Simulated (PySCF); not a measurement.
CH₄BFO, SMILES CB(O)F. Geometry optimised at PBE0-D3(BJ)/def2-SVP. One conformer was computed; it need not be the lowest.

**Question.** Give the equilibrium geometry at PBE0-D3(BJ)/def2-SVP (PySCF confirms it by a frequency run) as a Z-matrix, and its point group. (An estimate is asked for; the answer gives what the named calculation found.)

**Answer.** This is not unique; one that fits is point group Cs.
```
B
F 1 1.3430
O 1 1.3503 2 117.84
H 3 0.9645 1 112.20 2 0.00
C 1 1.5620 2 119.96 3 180.00
H 5 1.0978 1 112.60 2 180.00
H 5 1.1021 6 108.84 1 -122.32
H 5 1.1021 6 108.84 7 -115.36
```
